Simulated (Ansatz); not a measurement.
Reaction (formal exchange of groups at a B–C bond): `CBO[SiH2]C` + SiH₄ → `C[SiH2]OB[SiH3]` + CH₄

Program: Ansatz. Geometries: PBE0-D4/def2-TZVP. ΔE: electronic, gas phase. CCSD(T)/CBS is the MP2 limit (def2-TZVPP, def2-QZVPP) plus CCSD(T) − MP2 in def2-TZVPP, frozen cores. This one scheme is used for every species. DFT in def2-TZVPP. Each species was taken in one conformer, which may not be the lowest.

`CBO[SiH2]C`:

Z-matrix (Å, degrees):
```
C
B 1 1.561
H 1 1.096 2 110.1
H 1 1.091 2 113.7 3 -122.5
H 1 1.096 2 109.9 3 115.3
O 2 1.354 1 120.7 3 122.9
H 2 1.209 1 121.0 3 -57.0
Si 6 1.658 2 132.4 1 -180.0
C 8 1.857 6 109.1 2 120.0
H 8 1.488 6 109.4 2 -1.7
H 8 1.486 6 107.1 2 -120.1
H 9 1.093 8 110.3 6 177.4
H 9 1.092 8 110.8 6 57.7
H 9 1.092 8 111.0 6 -62.8
```

SiH₄:

```xyz
5

Si    0.000    0.000    0.000
H    -0.039   -0.623   -1.347
H     1.409    0.280    0.375
H    -0.601   -0.927    0.991
H    -0.769    1.270   -0.019
```

`C[SiH2]OB[SiH3]`:

Cartesian coordinates in Å:
```
C -0.295 -1.999 -1.433
Si 1.152 -0.920 -1.001
O 0.737 0.312 0.043
B -0.408 0.697 0.632
Si -0.447 2.309 1.867
H -1.087 -1.431 -1.927
H -0.719 -2.476 -0.547
H 0.034 -2.787 -2.117
H 1.713 -0.267 -2.210
H 2.217 -1.698 -0.321
H -1.421 0.070 0.420
H 0.875 2.975 2.027
H -1.419 3.317 1.351
H -0.931 1.899 3.218
```

CH₄:

Cartesian coordinates in Å:
```
C 0.000 0.000 0.000
H 0.305 -0.459 0.940
H 0.759 -0.187 -0.759
H -0.116 1.074 0.141
H -0.949 -0.428 -0.322
```

CCSD(T)/CBS gives +29.3 kJ/mol.

Task: Another level gave +31.3 kJ/mol. Which?
A. revPBE/def2-TZVPP
B. PBE0/def2-TZVPP
C. PBE-QIDH/def2-TZVPP
D. BHLYP/def2-TZVPP

Result: C. PBE-QIDH 31.3, BHLYP 35.3, revPBE 21.6, PBE0 27.0 kJ/mol.

Largest T1 diagnostic among the species: 0.013.

At CCSD(T), def2-SVP lies +3.9 kJ/mol from the extrapolated value and def2-TZVPP +0.5 kJ/mol. Leaving LDA and LC-ωPBE aside and taking each functional with its dispersion term where it has one, the values, not all of them listed here, spread over 13.0 kJ/mol, from revPBE-D4 to ωB97M-V. LDA lies +4.9 kJ/mol from PBE without D4. From BLYP to BHLYP (50 % exact exchange), in def2-TZVPP and without D4, ΔE moves by +8.1 kJ/mol.

CCSD(T)/CBS has its own doubt, a few kJ/mol and more with outer-core shells, so smaller differences from it don't rank the levels.
